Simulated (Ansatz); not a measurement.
Cl3Ga (SMILES [Cl][Ga]([Cl])[Cl]) moved off its minimum; all values from Ansatz (a first-principles code), cores frozen in correlated methods.
(charge 0, multiplicity 1)
```xyz
4

Ga    -0.12358     0.03742    -0.05991
Cl    -1.88866    -1.03630    -0.18794
Cl     0.06589     1.94858    -0.75104
Cl     1.67820    -0.83223     1.03053
```

Problem. Give the forces (eV/Å), the total energy and the dipole at CCSD(T)/def2-TZVPPD.

Solution. 
```json
[
 {"atom": "Ga1", "Fx": "2.143", "Fy": "-1.655", "Fz": "1.630"},
 {"atom": "Cl2", "Fx": "-0.936", "Fy": "-0.661", "Fz": "-0.089"},
 {"atom": "Cl3", "Fx": "0.174", "Fy": "1.737", "Fz": "-0.691"},
 {"atom": "Cl4", "Fx": "-1.381", "Fy": "0.579", "Fz": "-0.851"}
]
```
Energy -3302.6718 hartree, dipole 1.22 D.
